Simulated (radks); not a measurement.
Spherical quantum dot in the effective-mass picture: electrons in a parabolic well V = omega^2 r^2 / 2 with omega = 1.35, all in effective atomic units (hartree* = m*/eps^2 hartree, bohr* = eps/m* bohr), one dielectric constant everywhere. Method: non-relativistic Kohn-Sham, PBEsol, spin-polarised, spherical densities; computed with a radial shooting solver with Libxc functionals. Levels are named by radial order and angular momentum (1s, 1p, 1d, 2s, ...), and open shells are averaged over m. Results are scaled to m* = 0.111 and eps = 8, for which hartree* = 47.19 meV and bohr* = 3.814 nm.

N = 35, configuration 1s2 1p6 1d10 2s2 1f14 2p(up 1, down 0). This is the lowest configuration that the search found. Occupied and some empty levels:

level,occupation,eigenvalue (meV),<r> (nm)
1s up,1,868.54,5.725
1s down,1,869.47,5.773
1p up,3,895.46,7.293
1p down,3,895.97,7.317
1d up,5,924.93,8.367
1d down,5,925.25,8.369
2s up,1,929.43,7.294
2s down,1,930.28,7.252
1f up,7,957.12,9.179
1f down,7,957.43,9.173
2p up,1,965.79,8.044
2p down,0,966.82,8.048
1g up,0,992.02,9.841
1g down,0,992.38,9.833
2d up,0,1004.8,8.794
2d down,0,1005.5,8.816
3s up,0,1009.4,8.225
3s down,0,1010.0,8.223

Energy (meV): total 20930.8, kinetic 2171.4, external 7719.8, Hartree 11935, exchange-correlation -895.38.
